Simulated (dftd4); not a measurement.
Cl2Sb, doublet, geometry from GFN2-xTB (the spin is typed, not shown lowest); D4 for bp86 in dftd4 4.2.0.

Here is a job for dftd4.
```
$ dftd4 mol.xyz --func bp86 --charge 0 --json dftd4.json --noedisp --property

# file mol.xyz
3

Sb     0.40500205    -0.02305416     0.49689672
Cl     0.72554758     0.35536175    -1.81698212
Cl    -1.94055374    -0.28619928     0.32629196
```

Write the output that dftd4 gives for this input, abridged.


```
                    ____  _____ _____     ____  _  _
      -------------|  _ \|  ___|_   _|---|  _ \| || |------------
     |             | | | | |_    | | ___ | | | | || |_           |
     |             | |_| |  _|   | ||___|| |_| |__   _|          |
     |             |____/|_|     |_|     |____/   |_|            |
     |             ===================================           |
     |            E. Caldeweyher, S. Ehlert & S. Grimme          |
     |          Mulliken Center for Theoretical Chemistry        |
     |                    University of Bonn                     |
      -----------------------------------------------------------

Rational (Becke-Johnson) damping: bp86-D4-ATM
---------------------
  s6         1.0000
  s8         3.3550
  s9         1.0000
  a1         0.4365
  a2         4.9241
 alp        16.0000
--------------------

Atomic data, radii in Ångström:
------------------------------------------------------
   Z          R(cov)      r4/r2   hardness         EN
------------------------------------------------------
  51 Sb       1.6800     3.1650     0.3491     2.0500
  17 Cl       1.3200     1.9735     0.4312     3.1600
------------------------------------------------------

Atomic reference systems (in atomic units):
----------------------------------------------------------------------------
   Z        #      CN     q+Z       C6(AA)   #      CN     q+Z       C6(AA)
----------------------------------------------------------------------------
  51 Sb     1  0.0000 23.0000     497.3125   2  0.9358 22.9856     480.4032
            3  1.8740 22.9846     454.6486   4  2.8139 22.9901     422.1563
  17 Cl     1  0.0000 17.0000      92.6806   2  0.8444 16.8495     101.8771
----------------------------------------------------------------------------

Atomic properties (in atomic units):
----------------------------------------------------------------------------
     #    Z              CN          q      C6(AA)        C8(AA)   alpha(0)
----------------------------------------------------------------------------
     1   51 Sb       1.6321     0.3034    430.9148    46242.8313    40.2952
     2   17 Cl       0.8164    -0.1517    101.8262     4248.5508    15.4245
     3   17 Cl       0.8164    -0.1517    101.8262     4248.5508    15.4245
----------------------------------------------------------------------------

Molecular properties (in atomic units):
----------------------------------------
 molecular C6                1658.3807
 molecular C8              118117.3261
----------------------------------------

Dispersion energy:      -5.6566587541225E-03 Eh

[Info] JSON dump of results written to 'dftd4.json'
```
